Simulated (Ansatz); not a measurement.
Input for Ansatz (a quantum-chemistry and plane-wave program): U-CCSD(T)/cc-pVTZ on BrFSe (SMILES F[Se]Br), a point of a bond scan (R = 1.764 Å). The run froze 29 orbitals, filled d shells among them.

Ansatz 0.2 input:
```yaml
crystal:
  periodic: [false, false, false]
  atoms:
    - {symbol: Se, position_ang: [0.51016666, -0.43084229, 0.77837054]}
    - {symbol: F, position_ang: [1.47346306, -1.31371948, -0.40663499]}
    - {symbol: Br, position_ang: [-0.87448098, 0.75634609, -0.65156810]}
basis:
  gaussian:
    orbitals: cc-pVTZ
correlation: {method: ccsd_t, electrons: outside_noble_gas}
scf: {omitted_lower_state_checks: [cluster_reference]}
magnetization: {spin_polarized: true, initial_magnetization: 0}
```

Program output:

```
WARN ansatz: RAYON_NUM_THREADS=1 ignored (pool sized by the plan → 1); use --threads N
Functional definition: HF
these checks for a lower state are left out or cut short: cluster_reference
integrals: 0.27 GiB planned
755 factors; integrals over basis functions are off by at most 7.7e-4 eV
mean field: 0.74 GiB planned
mean field evaluation 1: about -138009.3107 eV, gradient 1.9e1 eV
mean field evaluation 2: about -138009.3530 eV, gradient 1.9e1 eV
mean field evaluation 4: about -138010.8609 eV, gradient 1.5e0 eV
mean field evaluation 8: about -138010.8853 eV, gradient 1.9e-1 eV
mean field evaluation 16: about -138009.7340 eV, gradient 4.9e0 eV
mean field evaluation 32: about -138010.8859 eV, gradient 2.1e-6 eV
mean field -138010.88593869 eV, -5071.8065111086 hartree, gradient 2.1e-6 eV, S^2 0.000000; 4 other end points of the search recorded, 0 dependent functions left out
29 core orbitals not correlated
reference -138010.88593869 eV, -5071.8065111086 hartree; 10, 10 occupied and 77, 77 virtual orbitals, 755 factors
second order -15.33344961 eV of doubles, -0.00000000 eV of singles
coupled cluster: 0.50 GiB planned
cycle   1  -15.51433712 eV  change   -1.8e-1 eV  update   9.6e-2
cycle   2  -15.88100222 eV  change   -3.7e-1 eV  update   3.3e-2
cycle   3  -15.98772428 eV  change   -1.1e-1 eV  update   1.8e-2
cycle   4  -15.98241183 eV  change    5.3e-3 eV  update   4.7e-3
cycle   5  -15.97892662 eV  change    3.5e-3 eV  update   2.4e-3
cycle   6  -15.97962585 eV  change   -7.0e-4 eV  update   9.1e-4
cycle   7  -15.97943908 eV  change    1.9e-4 eV  update   3.9e-4
cycle   8  -15.97936635 eV  change    7.3e-5 eV  update   1.2e-4
cycle   9  -15.97941140 eV  change   -4.5e-5 eV  update   5.3e-5
cycle  10  -15.97939600 eV  change    1.5e-5 eV  update   1.8e-5
perturbative correction -0.64050777 eV, -0.0235382266 hartree
Total energy: -138027.50584247 eV, -5072.4172813071 hartree
Checks for a lower state left out: cluster_reference
```

The calculation finished and met its thresholds.

Cost: around 18 core-seconds (rough).
